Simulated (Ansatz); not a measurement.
CH$_{4}$ClFNV (`[CH3][V](=[NH])([F])[Cl]`). Charge 0, multiplicity 1. The structure was optimised at the PBE0-D4/def2-TZVP level. It is one conformer, not always the lowest.

```xyz
9

C    -0.613    1.044   -0.339
V    -0.012   -0.715    0.383
N     1.423   -0.871   -0.300
F    -1.128   -1.905   -0.196
Cl    0.182   -0.497    2.519
H     0.094    1.823   -0.052
H    -1.598    1.224    0.104
H    -0.680    0.977   -1.426
H     2.331   -1.081   -0.693
```

Q: What is the dipole moment at B3LYP/def2-TZVPP? (Best estimate.)

A: Ansatz gave: 2.26 D, with components (1.31, 1.18, -1.42) D in this frame, pointing from negative to positive charge.

Q: And with PBE, r2SCAN, ωB97M-V? (Best estimate.)

A: Computed: PBE 2.03 D, r2SCAN 2.15 D, ωB97M-V 2.40 D.

Q: Give the Mulliken charges with B3LYP, PBE, r2SCAN in def2-TZVPP. (Best estimate.)

A: The calculation gave: 
```tsv
atom	B3LYP	PBE	r2SCAN
C1	-0.44	-0.44	-0.37
V2	1.06	0.92	1.05
N3	-0.54	-0.50	-0.55
F4	-0.36	-0.31	-0.35
Cl5	-0.27	-0.24	-0.27
H6	0.13	0.13	0.10
H7	0.12	0.13	0.10
H8	0.13	0.13	0.10
H9	0.18	0.19	0.18
```

B3LYP here is the variant with VWN-RPA as its local correlation; programs differ in this.
